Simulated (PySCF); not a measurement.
Computed properties of Al(H)(NHMe)(OH) (CH₆AlNO), SMILES [OH][AlH][NH]C

CH₆AlNO, SMILES C[NH][AlH][OH]. Coordinates come from a PBE0-D3(BJ)/def2-SVP optimisation. The values are those of a single conformer. All values are computed for the isolated molecule unless a solvent is named; none is compared with measurement here.

**Structure.** The optimised structure has Cs symmetry. All 24 harmonic modes at PBE0-D3(BJ)/def2-SVP (PySCF) are real, so it is a minimum. With heavy atoms numbered as in [AlH:1]([NH:3][CH3:4])[OH:9], the shortest bond between them is N3–C4 at 1.444 Å and the longest Al1–N3 at 1.770 Å.

**Vibrations.** The strongest infrared lines (harmonic, unscaled, degenerate partners summed) lie at 543 cm⁻¹ (242 km/mol, H 84 %, N 11 %), 531 cm⁻¹ (221 km/mol, H 81 %, O 10 %), 1961 cm⁻¹ (180 km/mol, H 96 %). The softest mode is at 122 cm⁻¹ and the zero-point energy is 47.0 kcal/mol.

**Electronic structure.** r2SCAN/def2-TZVP (PySCF) places the frontier levels at -5.58 and -0.24 eV, a gap of 5.34 eV, and gives a dipole moment of 0.39 D and a mean polarisability of 50.8 bohr³.

**Excitations.** TDDFT-M06-2X/def2-SVPD (PySCF) has S1 at 5.75 eV (216 nm, f = 0.017, weak); the most intense of the 10 singlets computed lies at 6.29 eV (f = 0.14). T1 (TDA) is at 5.32 eV. No vertical singlet excitation falls in the visible range (under 3.1 eV).

**NMR.** GIAO shifts at HF/pcSseg-1 (PySCF) (non-relativistic, atoms alike by connectivity averaged): ¹³C at 30.7 ppm against TMS; ¹H from 0.5 to 4.1 ppm against TMS.
